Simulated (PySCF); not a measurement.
# `[SiH3]O[Si@@H]1[SiH2]C[C@H]1[SiH3]`, C$_{2}$H$_{12}$OSi$_{4}$

Geometry:
```csv
atom,x (Å),y (Å),z (Å)
Si1,3.226,-0.581,0.336
O2,1.924,-0.689,-0.619
Si3,0.386,-0.353,-1.043
Si4,-0.275,1.834,-1.403
C5,-1.506,1.250,-0.040
C6,-0.805,-0.048,0.448
Si7,-2.009,-1.397,1.007
H8,4.115,-1.626,-0.158
H9,2.813,-0.809,1.721
H10,3.784,0.762,0.167
H11,0.084,-1.513,-1.886
H12,0.540,2.975,-0.952
H13,-0.937,2.277,-2.638
H14,-2.477,1.014,-0.479
H15,-1.701,1.942,0.778
H16,-0.176,0.207,1.309
H17,-2.827,-1.805,-0.142
H18,-1.269,-2.546,1.533
H19,-2.901,-0.884,2.053
```

The calculation used GIAO PBE/pcSseg-1 magnetisability, rotational g tensor and spin-rotation constants, non-relativistic, gas phase (PySCF 2.14.0). Geometry: GFN2-xTB.

Q: Give the nuclear spin-rotation constants along the inertial axes (H = +C I·J) beside the isotropic shieldings.

A: Rotational constants 1.4064, 0.8090, 0.5793 GHz. A star marks the isotopologue with that one atom substituted, in its own axes.
| atom | isotope | Caa (kHz) | Cbb (kHz) | Ccc (kHz) | mean (kHz) | σ (ppm) |
| --- | --- | --- | --- | --- | --- | --- |
| H8 | 1H | -0.029 | -0.054 | -0.019 | -0.034 | 26.3 |
| H9 | 1H | -0.096 | -0.016 | -0.018 | -0.043 | 26.2 |
| H10 | 1H | -0.100 | 0.010 | -0.035 | -0.042 | 26.2 |
| H11 | 1H | -0.130 | -0.056 | 0.030 | -0.051 | 25.6 |
| H12 | 1H | -0.091 | -0.045 | -0.005 | -0.047 | 26.5 |
| H13 | 1H | -0.098 | -0.012 | -0.026 | -0.045 | 26.7 |
| H14 | 1H | -0.002 | -0.094 | -0.051 | -0.049 | 30.6 |
| H15 | 1H | -0.141 | -0.091 | 0.011 | -0.074 | 30.1 |
| H16 | 1H | -0.108 | -0.090 | -0.003 | -0.067 | 29.7 |
| H17 | 1H | -0.083 | -0.070 | 0.000 | -0.051 | 27.8 |
| H18 | 1H | -0.072 | 0.004 | -0.054 | -0.041 | 27.4 |
| H19 | 1H | -0.036 | -0.073 | -0.015 | -0.041 | 27.5 |
| Si1 | 29Si* | -0.792 | -0.504 | -0.344 | -0.547 | 379.2 |
| O2 | 17O* | -0.213 | -0.029 | -0.046 | -0.096 | 288.5 |
| Si3 | 29Si* | -0.900 | -0.544 | -0.394 | -0.613 | 324.4 |
| Si4 | 29Si* | -0.734 | -0.499 | -0.371 | -0.535 | 381.7 |
| C5 | 13C* | 0.215 | 0.092 | 0.075 | 0.127 | 175.3 |
| C6 | 13C* | 0.209 | 0.119 | 0.097 | 0.142 | 160.9 |
| Si7 | 29Si* | -0.803 | -0.431 | -0.335 | -0.523 | 407.1 |

For the geometry as given, no vibrational averaging.

Q: How do the rotational constants and the g tensor change when H8, H9, H10, H11, H12, H13, H14, H15, H16, H17, H18, H19 are replaced by deuterium?

A: Constants 1.2037, 0.7101, 0.5136 GHz; g -0.0255, -0.0146, -0.0131, against -0.0298, -0.0166, -0.0148 before.
